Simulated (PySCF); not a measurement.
## Correlation energy of Hf²⁺ (hafnium, charge +2)

[Xe] 4f14 5d2, high-spin 3F determinant. Computed with PySCF 2.14 in x2c-TZVPPall with one added diffuse shell each of s, p, d, f type (12s8p8d4f1g, 113 functions), with the spin-free X2C one-electron Hamiltonian (Gaussian nucleus). Frozen: [Xe] 4f14; 2 electrons correlated.

With two correlated electrons CCSD is exact within the correlated space (frozen core and kept virtual orbitals).

| level | correlation energy (mhartree) |
| --- | --- |
| CCSD | -4.04 |

Diagnostics: T1 = 0.0015, D1 = 0.0022, largest double amplitude 0.019.

Spin-orbit coupling, absent here, splits the open shell strongly.

Cost of the coupled-cluster step: about 12 core-seconds, for 2 correlated electrons.

Iterations:

```
CC2 = 0
CCSD nocc = (np.int64(2), np.int64(0)), nmo = (79, 79)
frozen orbitals [[0, 1, 2, 3, 4, 5, 6, 7, 8, 9, 10, 11, 12, 13, 14, 15, 16, 17, 18, 19, 20, 21, 22, 23, 24, 25, 26, 27, 28, 29, 30, 31, 32, 33], [0, 1, 2, 3, 4, 5, 6, 7, 8, 9, 10, 11, 12, 13, 14, 15, 16, 17, 18, 19, 20, 21, 22, 23, 24, 25, 26, 27, 28, 29, 30, 31, 32, 33]]
max_cycle = 100
direct = 0
conv_tol = 1e-08
conv_tol_normt = 1e-06
diis_space = 8
diis_start_cycle = 0
Init t2, MP2 energy = -0.00302124297315422
Init E_corr(UCCSD) = -0.00302124297784957
cycle = 1  E_corr(UCCSD) = -0.00376023949439063  dE = -0.000738996517  norm(t1,t2) = 0.00958722
cycle = 2  E_corr(UCCSD) = -0.00395713743485327  dE = -0.00019689794  norm(t1,t2) = 0.00296115
cycle = 3  E_corr(UCCSD) = -0.00404003186525612  dE = -8.28944304e-05  norm(t1,t2) = 0.000993034
cycle = 4  E_corr(UCCSD) = -0.00403783777501006  dE = 2.19409025e-06  norm(t1,t2) = 8.77391e-05
cycle = 5  E_corr(UCCSD) = -0.00403788380097109  dE = -4.6025961e-08  norm(t1,t2) = 5.44909e-06
cycle = 6  E_corr(UCCSD) = -0.00403788272347509  dE = 1.077496e-09  norm(t1,t2) = 7.44709e-07
UCCSD converged
E(UCCSD) = -15072.71291677874  E_corr = -0.004037882723475094
```
